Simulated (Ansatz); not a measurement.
System: sum formula AlOF$_{2}$H, net charge 0, singlet state. 
Geometry from a B3LYP-D3(BJ)/def2-TZVP (Ansatz, an electronic-structure program) optimisation:
```
Al
F 1 1.6384
F 1 1.6431 2 118.54
O 1 1.6783 2 118.97 3 180.00
H 4 0.9580 1 124.22 2 180.00
```
Charge 0, spin multiplicity 1.

Parts of the frozen-core correlation energy in 6-31G* (Ansatz, hartree). Frozen orbitals: 8; correlated occupied orbitals by spin: 12 and 12; virtual: 46 and 46. Spin-orbit coupling is left out. No relativistic terms.

```tsv
term	value
reference (HF)	-516.43197
MP2 opposite-spin	-0.41997
MP2 same-spin	-0.16102
CCSD correlation	-0.58746
(T)	-0.00929
T1 diagnostic	0.014
largest doubles amplitude	0.041
```
